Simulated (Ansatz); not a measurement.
Geometry optimisation, RKS LDA/def2-SVP in Ansatz.

The input (input.yaml):

```yaml
crystal:
  periodic: [false, false, false]
  atoms:
    - { symbol: Al, position_ang: [-1.395602, 0.574773, 0.299662] }
    - { symbol: C, position_ang: [0.28791, -0.42824, 0.094074] }
    - { symbol: C, position_ang: [0.48453, -1.458198, 1.198421] }
    - { symbol: H, position_ang: [-1.416892, 1.933979, 1.165833] }
    - { symbol: H, position_ang: [-2.779175, -0.078768, -0.198787] }
    - { symbol: H, position_ang: [0.78391, 0.789385, -1.883009] }
    - { symbol: S, position_ang: [0.225491, 1.805709, -2.604133] }
    - { symbol: H, position_ang: [0.281891, -0.932184, -0.903153] }
    - { symbol: H, position_ang: [1.14048, 0.291052, 0.091216] }
    - { symbol: H, position_ang: [-0.344615, -2.200147, 1.216667] }
    - { symbol: H, position_ang: [1.427168, -2.04026, 1.089129] }
    - { symbol: H, position_ang: [0.521573, -0.991718, 2.208751] }
    - { symbol: H, position_ang: [0.783429, 2.734617, -1.77467] }
basis:
  gaussian: { orbitals: def2-SVP }
hamiltonian:
  xc: lda
relax:
  f_tol: 0.03
  max_steps: 50
```

Launched with:

```bash
$ ansatz run input.yaml --threads 2 --pin off --max-ram 3072MiB --backend cpu --events-out ev --progress --plain --runs-dir out
```

Where does it end, and by what steps?

The run converged. The force dipped under the threshold on the way, but the program's further checks kept it going. After 16 steps the energy has fallen by 0.523 eV; H6 moved furthest, 1.11 Å. Joined: Al1–S7.

| step | energy less start (eV) | largest force component (eV/Å) | accepted |
| --- | --- | --- | --- |
| 0 | 0.0000 | 0.307 | yes |
| 1 | -0.1194 | 0.568 | yes |
| 2 | -0.2542 | 0.539 | yes |
| 3 | -0.3689 | 0.672 | yes |
| 4 | -0.4535 | 0.378 | yes |
| 5 | -0.4684 | 0.340 | yes |
| 6 | -0.4918 | 0.211 | yes |
| 7 | -0.5017 | 0.137 | yes |
| 8 | -0.5110 | 0.067 | yes |
| 9 | -0.4983 | 0.793 | no |
| 10 | -0.5152 | 0.023 | yes |
| 11 | -0.5173 | 0.198 | yes |
| 12 | -0.5186 | 0.166 | yes |
| 13 | -0.5193 | 0.230 | yes |
| 14 | -0.5158 | 0.186 | no |
| 15 | -0.5220 | 0.070 | yes |
| 16 | -0.5226 | 0.009 | yes |

```xyz
13
Properties=species:S:1:pos:R:3
Al -1.101 0.659 0.011
C 0.506 -0.476 0.164
C 0.449 -1.471 1.313
H -1.272 1.912 1.015
H -2.425 0.040 -0.673
H 0.088 1.009 -2.722
S -0.413 2.035 -1.968
H 0.648 -1.018 -0.802
H 1.402 0.182 0.274
H -0.419 -2.162 1.221
H 1.357 -2.114 1.384
H 0.345 -0.963 2.298
H 0.834 2.369 -1.514
```

Whether the end is a true minimum wasn't checked by a vibrational analysis.

Run time: 29 s on 2 threads of Arm Neoverse V1, with other jobs on the host, peak memory 0.14 GiB.
